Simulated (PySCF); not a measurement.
**Correlation energy of Ag⁺ (silver, charge +1)**

[Kr] 4d9 5s1, high-spin 3D determinant (an excited configuration). Calculation: PySCF 2.14, in x2c-TZVPPall (8s6p6d2f1g, 79 functions); the spin-free X2C one-electron Hamiltonian (Gaussian nucleus). Frozen: [Ar] 3d10; 18 electrons correlated.

| level | correlation energy (mhartree) |
| --- | --- |
| CCSD | -582.10 |
| (T) | -14.00 |
| CCSD(T) | -596.10 |

Diagnostics: T1 = 0.0085, D1 = 0.0413, largest double amplitude 0.025.

Cost of the coupled-cluster step: roughly 30 core-seconds, for 18 correlated electrons.

This basis was not built for core-valence correlation, so the inner-shell part is incomplete.
